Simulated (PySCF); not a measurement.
## Adding and removing an electron: PbF

PBE0; PySCF, scalar-relativistic core potentials, basis sets Pb def2-SVPD with ECP60, F def2-SVPD. Neutral (UKS): doublet (π ↑), Re = 2.092 Å, ωe = 511 cm⁻¹, De = 4.53 eV, HOMO -4.81 eV, LUMO -3.04 eV.

PbF⁺ (UKS): singlet (closed shell), Re = 2.011 Å, ωe = 612 cm⁻¹. The energies at the minima are -292.55933 hartree for PbF and -292.30216 for PbF⁺.

Q: Work out the adiabatic ionisation energy, without and with harmonic zero-point energies (1 hartree = 27.2114 eV, 1 eV = 8065.5 cm⁻¹), and the change of the bond length.

A: At PBE0: 0.25717 hartree = 6.998 eV between the minima; the zero-point term (612.0 − 511.0)/2 cm⁻¹ = +0.006 eV makes it 7.004 eV. Re changes by -8.1 pm against the neutral. The electron leaves a π orbital; in so polar a molecule the change of length follows mostly from the change of the ionic charges.

PbF⁻ (UKS): triplet (π ↑↑), Re = 2.207 Å, ωe = 387 cm⁻¹, De = 2.32 eV to Pb + F⁻. The energies at the minima are -292.55933 hartree for PbF and -292.60137 for PbF⁻.

Q: Work out the adiabatic electron affinity, without and with harmonic zero-point energies (1 hartree = 27.2114 eV, 1 eV = 8065.5 cm⁻¹), and the change of the bond length.

A: At PBE0: 0.04204 hartree = 1.144 eV between the minima; the zero-point term (511.0 − 387.0)/2 cm⁻¹ = +0.008 eV makes it 1.152 eV. Re changes by +11.5 pm against the neutral. The electron enters a π orbital; in so polar a molecule the change of length follows mostly from the change of the ionic charges.

Spin–orbit coupling is left out, which matters for elements this heavy, above all for dissociation energies. For an ion De counts to the pair picked by the measured ionisation energies or electron affinities, which need not be the lowest pair at this level. The highest Kohn–Sham level is positive in this anion. Much of that is self-interaction error, but it also means that the finite basis helps to hold the extra electron. States were picked by a PBE0 search and need not be the measured ground states.
